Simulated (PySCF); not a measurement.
Two species compared at the same levels of theory.

First species: C5H12GeSi.
SMILES: `CC[CH2][GeH2][C]#C[SiH3]`

Second species: C₇H₁₂BP.
InChI=1S/C7H12BP/c1-3-9(8)6-4-5-7(9)2/h3-6H,1H2,2,8H3/t9-/m1/s1

Levels: CAM-B3LYP/def2-SVPD for dipole moment, HOMO energy, LUMO energy, HOMO–LUMO gap, static isotropic polarisability and electronic spatial extent ⟨r²⟩ about the centre of nuclear charge; TDDFT CAM-B3LYP/def2-SVPD for lowest singlet excitation; TDA CAM-B3LYP/def2-SVPD for lowest triplet excitation (Tamm–Dancoff); ΔSCF CAM-B3LYP/def2-SVPD for vertical ionisation energy; PBE0-D3(BJ)/def2-SVP for rotational constant A and rotational constant C. Geometries: PBE0-D3(BJ)/def2-SVP. Each species is one conformer at its optimised geometry, gas phase, non-relativistic unless stated; the electronic structure was computed with PySCF and density fitting.

Dipoles, sizes and rotational constants follow the conformer. The torsions of the flexible species, by atom-mapped SMILES:
- `[CH3:1][CH2:2][CH2:3][GeH2:4][C:5]#[C:6][SiH3:7]`: C1–C2–C3–Ge4 -179°, C2–C3–Ge4–C5 60°
- `[BH3-:1][P@+:2]1([CH:3]=[CH2:4])[CH:5]=[CH:6][CH:7]=[C:8]1[CH3:9]`: B1–P2–C3–C4 1°

Question: Which has the higher HOMO energy?

Answer: The second: -8.29 eV against -9.12 eV, a difference of 0.83 eV.

Question: Which of the two has the higher T1 energy, and by how much?

Answer: The first: 4.63 eV against 2.73 eV, a difference of 1.90 eV.

Question: Which has the higher ⟨r²⟩?

Answer: The first: 2372 bohr² against 1385 bohr², a difference of 987 bohr².

Question: Which has the higher rotational constant A?

Answer: The second: 1.843 GHz against 1.756 GHz, a difference of 0.087 GHz.

Question: Which of the two has the higher dipole moment, and by how much?

Answer: The second: 4.79 D against 1.18 D, a difference of 3.61 D.

Question: Which of the two has the higher LUMO energy, and by how much?

Answer: The first: 0.63 eV against -0.74 eV, a difference of 1.37 eV.

Question: Which has the higher vertical ionisation energy?

Answer: The first: 9.75 eV against 8.81 eV, a difference of 0.94 eV.

Question: Which of the two has the higher static isotropic polarisability, and by how much?

Answer: The second: 123.5 au against 120.8 au, a difference of 2.7 au.

On the first: The polarisability is 17.91 Å³ as a volume (1 au = 0.148185 Å³), or 1.37 au for each of the 88 electrons. The ΔSCF ionisation energy exceeds −ε(HOMO) by 0.63 eV with CAM-B3LYP. The calculation is non-relativistic and has no spin–orbit coupling, an omission that weighs most on germanium.

On the second: The 10 singlets span 4.47 to 7.00 eV, and their oscillator strengths add up to 0.32. The principal polarisabilities are 104.0, 115.2 and 151.4 au; their mean is the isotropic value.
